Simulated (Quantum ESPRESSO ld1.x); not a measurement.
All-electron atom: Er+ in [Xe] 4f12 6s1. Method: Dirac Kohn-Sham, revPBE, spin-unpolarised, spherical densities, point nucleus; open shells are shared between the two j in proportion to 2j + 1; computed with ld1.x of Quantum ESPRESSO 7.5.

Normalised radial functions P(r) = r R(r) (large component), r in bohr:

```
   r/bohr * 4d5/2, o 4f7/2 (the largest magnitude, 1.31, reaches the edge; | marks zero, & curves that meet)
  0.00253                             &
 0.003992                             &
 0.006349                             &
   0.0101                             &
  0.01593                             &
  0.02534                             o*
  0.03997                             o   *
  0.06358                             |o       *
   0.1011                             | o            *
   0.1595                             |     o         *
   0.2537                            *|             o
   0.4003    *                        |                     o
   0.6367  *                          |                     o
    1.013                  *          |              o
    1.598                           * |       o
    2.541                             *  o
    4.041                             *o
    6.376                             &
    10.14                             &
```

4d5/2: eigenvalue -168.41 eV, 1 radial node at r = 0.247 bohr, <r> = 0.589 bohr, 90 % of the charge inside 0.885 bohr. 4f7/2: eigenvalue -9.171 eV, 0 radial nodes, <r> = 0.837 bohr, 90 % of the charge inside 1.47 bohr.
